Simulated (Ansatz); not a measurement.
Energy needed to pull apart H$_{2}$TeSO (SMILES OS[TeH]), closed shell, into free ground-state atoms, from the structure below (at a frame of a short PBE0-D4/def2-SVP trajectory); no zero-point or spin–orbit terms; open-shell atoms are treated unrestricted, in their ground-state multiplicity.

```tsv
atom	x (Å)	y (Å)	z (Å)
O1	-0.9675	-1.1168	-0.2789
S2	-0.8160	0.3494	0.5691
Te3	1.2188	1.2891	-0.1941
H4	-1.5634	-0.8935	-0.9868
H5	2.1168	0.4593	0.9143
```

Computed with Ansatz 0.2.0 (basis: def2-TZVPP); correlated methods freeze the cores. Filled d shells of the heavier atoms are correlated. Core potentials replace the inner electrons of the atoms past krypton. The def2 sets are not built for correlating such inner shells, so the correlated values are less sure here.

| method | atomization energy (eV) |
| --- | --- |
| PBE-D4 | 13.95 |
| r2SCAN-D4 | 13.32 |
| PBE0-D4 | 13.17 |
| wB97M-V | ? |
| HF | 7.05 |
| MP2 | ? |
| CCSD | 12.16 |
| CCSD(T) | 12.62 |

What does MP2 give? (An estimate is asked for; the value comes from the calculation.)

Computed: 12.92 eV, which is about 0.30 eV more than CCSD(T)/def2-TZVPP.

What does wB97M-V give? (An estimate is asked for; the value comes from the calculation.)

By the calculation: 13.23 eV, which is about 0.61 eV more than CCSD(T)/def2-TZVPP.

In triple zeta the MP2 and coupled-cluster atomization energies are still short of their basis limit by a few kcal/mol a bond, whereas those of the functionals are nearly converged, so these differences are not deviations from converged CCSD(T).

The T1 diagnostic stays at or below 0.015.

For scale, one of the runs: CCSD(T)/def2-TZVPP forces, 151 basis functions, launched by `ansatz run in.yaml --threads 2 --pin off --events-out ev --progress --plain --max-ram 3481MiB`. The run took 3.8 min on 2 CPU threads of an Arm Neoverse V1 (shared host), with 1.9 GiB of host memory at its peak.
